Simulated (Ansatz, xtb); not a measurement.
## Ranking isomers of CH2NSe

6 gas-phase structures of CH2NSe, found in a search over its isomers (lower ones may exist). Each was relaxed with GFN2-xTB; where two conformers were screened, the lower at r2SCAN-D4/def2-SVP is listed:

A. `[H]/N=[C]\[SeH]`, a doublet
B. `C=N[Se]`, a doublet
C. `N[C]=[Se]`, a doublet
D. `[H]/N=C/[Se]`, a doublet
E. `[H]/N=C\[Se]`, a doublet
F. `C1[N][Se]1`, a doublet

Q: Estimate their order in r2SCAN-D4/def2-SVP energy at these geometries, lowest first.

A: Calculated order at r2SCAN-D4/def2-SVP: C (0.0), E (1.6), B (4.4), D (4.5), A (18.8), F (24.7) kcal/mol. Less than 1 kcal/mol parts B and D, so the order within that pair means little. CCSD(T)/def2-SVP after further relaxation puts E lowest instead.

Energies above the lowest of each column, in kcal/mol; the last columns are at PBE0-D3(BJ)/def2-SVP geometries and were run for some of them only (a dash: not run or not comparable):

| structure | GFN2-xTB | HF/STO-3G | r2SCAN-D4/def2-SVP | PBE0-D3(BJ)/def2-SVP | CCSD(T)/def2-SVP |
| --- | --- | --- | --- | --- | --- |
| C | 18.0 | 17.6 | 0.0 | 0.0 | 3.8 |
| E | 7.3 | 0.0 | 1.6 | 0.0 | 0.0 |
| B | 0.0 | 6.5 | 4.4 | 3.6 | 5.3 |
| D | 10.2 | 1.3 | 4.5 | 1.5 | 2.7 |
| A | 32.3 | 34.2 | 18.8 | 17.5 | – |
| F | 22.6 | 12.0 | 24.7 | – | – |

CCSD(T)/def2-SVP puts E lowest of those it was run on; GFN2-xTB picks B, r2SCAN-D4/def2-SVP picks C. CCSD(T)/def2-SVP orders those it was run on as E (0.0), D (2.7), C (3.8), B (5.3) kcal/mol. Some further structures that were screened fall inside this span and aren't listed. Flexible structures stand in one conformer each, not always the lowest. Frequencies (PBE0-D3(BJ)/def2-SVP) were run for B, C, D, E alone. Open shells are spin-unrestricted, some with notable spin contamination.

Over these structures GFN2-xTB departs from r2SCAN-D4/def2-SVP by 6.4 kcal/mol on average once a common shift is removed. A GFN2-xTB relaxation took about 0.036 s and the r2SCAN-D4/def2-SVP energy about 3.1 s on a shared host (Ansatz 0.2.0, xtb 6.7.1).
